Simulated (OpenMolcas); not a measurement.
Computed levels of 4d7 in ions with 43 electrons, in cm-1 above 4F 9/2.

```json
{
 "Program": "OpenMolcas 26.06",
 "Method": "RASSCF",
 "Basis": "ANO-RCC-VTZP",
 "Scalar Hamiltonian": "DKH2, point nucleus",
 "Spin-orbit coupling": "state interaction with AMFI integrals over the reference wave functions, term energies averaged over their components"
}
```

Active space for each ion: 13 electrons in 8 orbitals (RAS1 4p, at most 2 holes; RAS2 4d).

| Level | Rh2+ | Ag4+ |
| --- | --- | --- |
| 4F 7/2 | 2079 | 3478 |
| 4F 5/2 | 3423 | 5565 |
| 4F 3/2 | 4282 | 6859 |
| 4P 3/2 | 13713 | 16639 |
| 4P 5/2 | 13766 | 17118 |
| 4P 1/2 | 15166 | 19319 |
| 2G 9/2 | 15476 | 19355 |
| 2G 7/2 | 17460 | 22644 |
| 2D 5/2(1) | 20336 | 25743 |

Problem. Estimate 4F 3/2, 4P 3/2, 4P 5/2 for Pd3+ from its neighbours Rh2+ and Ag4+.

Solution. 4F 3/2 is fine structure, which grows about as the fourth power of a screened charge, so the fourth roots are averaged: ((4282^0.25 + 6859^0.25) / 2)^4 = 5457. The calculation gives 5559, so the estimate is off by -1.8 %.
4P 3/2 is another term, which grows about linearly with the charge: (13713 + 16639) / 2 = 15176. The calculation gives 15130, so the estimate is off by +0.3 %.
4P 5/2 is another term, which grows about linearly with the charge: (13766 + 17118) / 2 = 15442. The calculation gives 15389, so the estimate is off by +0.3 %.

Mixed levels, with the weight of the term that names them: Pd3+ 4P 3/2 (71 %), Ag4+ 4P 3/2 (67 %).

Without dynamic correlation excited terms often stand tens of per cent too high (terms of higher spin than the ground term too low), and those without a measured partner can miss by more than the paired ones. Active for correlation alone: 4p; no level in the range computed is led by a configuration that opens it, so any true level of that kind is missing. Only configurations of the active space appear.

A number in round brackets counts repeated terms of one configuration in the order of the reference energies.
